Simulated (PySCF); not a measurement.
Input for PySCF:
```python
from pyscf import gto, scf, dft

mol = gto.M(
    atom='''
O     1.412777   -0.152744   -0.328451
S     0.175328   -0.006149    0.328915
F    -0.664628    1.263810   -0.187633
F    -0.902868   -1.117107   -0.105148
''',
    basis='cc-pvdz',
    charge=1,
    spin=1,
    verbose=5,
)

mf = dft.UKS(mol)
mf.xc = 'camb3lyp'
mf.kernel()
```

Problem. Give the total energy at the level PySCF with CAMB3LYP/cc-pVDZ.

Solution. -672.544098 Ha

Problem. Give the nuclear repulsion energy at the level CAMB3LYP/cc-pVDZ.

Solution. 191.0264 Eh

Problem. Predict the number of basis functions from CAMB3LYP/cc-pVDZ.

Solution. 60

Problem. Predict the <S^2> from CAMB3LYP/cc-pVDZ.

Solution. 0.762

These values belong to the state on which the SCF converged, which isn't shown to be the lowest.

Problem. Roughly what does it cost on one core?

Solution. very roughly 12 core-seconds.
